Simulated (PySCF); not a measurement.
A structure optimised at PBE0-D3(BJ)/def2-SVP (Å):
```
atom  x, y, z in Å
C1     3.4428    0.5939    0.6306
Se2    2.1813   -0.6059    1.4734
C3     0.6691   -0.1981    0.4358
C4     0.5285    0.6553   -0.5837
C5    -0.9015    0.6729   -1.1393
C6    -1.2186   -0.7739   -1.5241
C7    -1.0716   -1.6243   -0.5105
C8    -0.6322   -0.9387    0.7837
C9    -1.6621    0.1566    1.0642
C10   -1.8082    1.0042    0.0481
H11    4.3971    0.4840    1.1622
H12    3.0928    1.6316    0.7170
H13    3.5779    0.3249   -0.4259
H14    1.3050    1.2889   -1.0106
H15   -1.0172    1.3733   -1.9749
H16   -1.5232   -1.0410   -2.5372
H17   -1.2341   -2.7021   -0.5527
H18   -0.5102   -1.6380    1.6205
H19   -2.1958    0.2008    2.0144
H20   -2.4849    1.8600    0.0280
```

Neutral, closed shell.

(1) Read off the bonds between heavy atoms and their formal orders.

(2) Give the structure as a SMILES string.

(3) Which rings does it hold (smallest set)?

(4) Classify the heavy atoms.

(5) What is the arrangement about C7?

(6) What is the arrangement about C5?

## Answers

(1) C1–Se2 1.93 Å (single); Se2–C3 1.88 Å (single); C3–C4 1.34 Å (double); C4–C5 1.53 Å (single); C5–C6 1.53 Å (single); C6–C7 1.33 Å (double); C7–C8 1.53 Å (single); C8–C9 1.53 Å (single); C9–C10 1.33 Å (double); C3–C8 1.54 Å (single); C5–C10 1.53 Å (single). Bonds to hydrogen (Å): C1–H11 1.10; C1–H12 1.10; C1–H13 1.10; C4–H14 1.09; C5–H15 1.10; C6–H16 1.09; C7–H17 1.09; C8–H18 1.10; C9–H19 1.09; C10–H20 1.09.

(2) `C[Se]C1=C[C@H]2C=C[C@@H]1C=C2`, C9H10Se. Among its features: C=C double bond and selenium bound to carbon.

(3) C3–C4–C5–C6–C7–C8 (6 members, 0.33 Å rms from planarity); C3–C4–C5–C10–C9–C8 (6 members, 0.33 Å rms from planarity); C5–C6–C7–C8–C9–C10 (6 members, 0.33 Å rms from planarity).

(4) C1: sp3 carbon bound to selenium; Se2: selenium bonded to 2 C; C3: fully substituted alkene carbon; C4: alkene CH carbon; C5: sp3 carbon at a ring junction; C6/C10: alkene CH carbon; C7/C9: alkene CH carbon; C8: sp3 carbon at a ring junction.

(5) It has 3 neighbours (C6, C8, H17) and is planar (angles 125.8°, 121.2° and 112.9°, sum 360.0°, 0.00 Å off the plane of its three neighbours).

(6) It has 4 neighbours (C4, C6, C10, H15) and is distorted tetrahedral (angles from 105.9° to 113.0°).

All values are computed, not measured.
